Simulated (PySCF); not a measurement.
Rotational lines of InH

Lines J+1 ← J of the vibrational ground state, computed from RHF-CCSD(T) constants of InH, ¹Σ⁺ (singlet), closed shell (PySCF, scalar-relativistic core potentials, basis sets In cc-pVDZ-PP with ECP28, H cc-pVDZ; masses 114.9039 and 1.0078 u), in MHz:

```json
{"J": "2", "ν (MHz)": "877157"}
{"J": "3", "ν (MHz)": "1168791"}
{"J": "4", "ν (MHz)": "1459779"}
{"J": "5", "ν (MHz)": "1749962"}
{"J": "6", "ν (MHz)": "2039178"}
```

**Question.** Find B0 and the effective bond length r0; with αe = 0.139 cm⁻¹, find Re.

**Answer.** ν = 2B0(J+1) − 4D(J+1)³ gives B0 = 4.8805 cm⁻¹. With the reduced mass μred = 0.99906 u, r0 = √(16.8576/(μred·B0)) (u, cm⁻¹, Å) = 1.8594 Å. Be = B0 + αe/2 = 4.9500 cm⁻¹ gives Re = 1.846 Å.

Correlated steps freeze 4 core orbitals. Correlated levels converge slowly with the basis: in double zeta they bind strong bonds too weakly, by up to about 1 eV, and carry superposition errors of some tenths. Spin–orbit coupling is left out, which matters for elements this heavy, above all for dissociation energies. Where the molecule has an RHF reference, its open-shell atoms are computed with UHF.
